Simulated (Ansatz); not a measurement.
Geometry optimisation, RKS PBE/def2-SVP in Ansatz 0.2.0.

Input:

```yaml
crystal:
  periodic: [false, false, false]
  atoms:
    - { symbol: Sn, position_ang: [-0.129864, -0.123824, 0.060221] }
    - { symbol: O, position_ang: [-0.113857, -0.198939, 2.041773] }
    - { symbol: H, position_ang: [-0.92268, 0.239235, 2.378934] }
    - { symbol: O, position_ang: [1.748657, -0.16249, -0.602511] }
    - { symbol: H, position_ang: [1.844703, -0.99744, -1.106242] }
    - { symbol: O, position_ang: [-1.216784, 1.457951, -0.487226] }
    - { symbol: H, position_ang: [-1.798404, 1.176857, -1.22276] }
    - { symbol: O, position_ang: [-1.028384, -1.775732, -0.646771] }
    - { symbol: H, position_ang: [-1.213587, -2.364647, 0.113202] }
    - { symbol: Br, position_ang: [1.779543, 2.732177, 1.663958] }
    - { symbol: H, position_ang: [1.292857, 1.470952, 2.334421] }
basis:
  gaussian: { orbitals: def2-SVP }
hamiltonian:
  xc: pbe
relax:
  f_tol: 0.03
  max_steps: 50
```

Launched with:

```bash
$ ansatz run input.yaml --threads 4 --pin off --max-ram 5120MiB --backend cpu --events-out ev --progress --plain --runs-dir out
```

**Question.** Where does it end, and by what steps?

**Answer.** The run converged. After 30 steps the energy has fallen by 0.392 eV; Br10 moved furthest, 2.08 Å.

| step | energy less start (eV) | largest force component (eV/Å) | accepted |
| --- | --- | --- | --- |
| 0 | 0.0000 | 1.012 | yes |
| 2 | -0.1091 | 0.090 | yes |
| 4 | -0.1255 | 0.085 | yes |
| 6 | -0.1442 | 0.257 | yes |
| 8 | -0.1630 | 0.249 | yes |
| 10 | -0.1800 | 0.474 | yes |
| 12 | -0.2153 | 0.069 | yes |
| 14 | -0.2145 | 0.814 | no |
| 16 | -0.2335 | 0.074 | yes |
| 18 | -0.2459 | 0.527 | yes |
| 20 | -0.2808 | 0.790 | yes |
| 22 | -0.3535 | 0.593 | yes |
| 24 | -0.3845 | 0.244 | yes |
| 26 | -0.3899 | 0.043 | yes |
| 28 | -0.3919 | 0.055 | yes |
| 30 | -0.3922 | 0.021 | yes |

```xyz
11
Properties=species:S:1:pos:R:3
Sn -0.292 -0.185 -0.074
O -0.383 0.567 1.846
H -0.877 1.416 1.835
O 1.336 0.344 -1.064
H 2.027 0.505 -0.372
O -1.901 0.682 -0.876
H -1.678 0.976 -1.783
O -0.443 -2.157 0.128
H -1.192 -2.353 0.727
Br 2.598 0.861 2.038
H 1.047 0.798 2.124
```

Whether the end is a true minimum wasn't checked by a vibrational analysis.

The run took 57 s on 4 threads of Arm Neoverse V1 (shared host), peak memory 0.21 GiB.
